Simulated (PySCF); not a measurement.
NMR data simulated for an unnamed compound:

¹H NMR (600 MHz, computed): δ 7.89 (m, 1H), 7.83 (d, 1H), 7.61 (d, 1H), 7.60 (m, 1H), 6.46 (m, 1H), 6.13 (m, 2H), 4.85 (m, 2H).

¹³C{¹H} NMR (computed): δ 154.0 (CH), 148.5 (C), 139.7 (C), 138.7 (CH), 138.2 (C), 135.1 (CH), 133.1 (CH), 130.2 (CH), 85.9 (CH2).

PySCF calculation with GFN2-xTB structure and GIAO PBE0/pcSseg-1 shieldings; averaged over atoms made equivalent by symmetry, fast rotation or ring inversion, no solvent, one computed conformer, relativity neglected.

Scale: TMS for ¹H (σref 31.72) and ¹³C (σref 186.93) (reference shieldings calculated alike).

Which of these does the molecule contain: a three-membered ring, a benzene ring, a Si–H bond, a methoxy group, a CF3 group, a non-aromatic C=C double bond?

Answers


- A three-membered ring: no.
- A benzene ring: yes.
- A Si–H bond: yes (δH 4.85 (m)).
- A methoxy group: no.
- A CF3 group: no.
- A non-aromatic C=C double bond: yes.

The data belong to `c1cc(CF)c2c(c1)[SiH2]C=C2`, C$_{9}$H$_{9}$FSi; they needn't prove each group on their own.

Carbon signals by region: 8 in the sp2 and nitrile region (100–160 ppm), 1 at 50–100 ppm.

Splittings by ¹⁹F in the carbon and heteronuclear signals aren't shown, as no couplings were computed. Shifts are as computed. Against solution values, carbons near 30 ppm lie about +3 ppm off and those near 130 ppm about +5 ppm. Of 1211 compounds with measured shifts, 218 miss one by over three times the rms of a fit or turn the order of signals round; such compounds aren't used in these exercises. Multiplicities follow the n + 1 count of equivalent neighbours, as no J values were calculated; m marks all less simple cases, F and P coupling included.
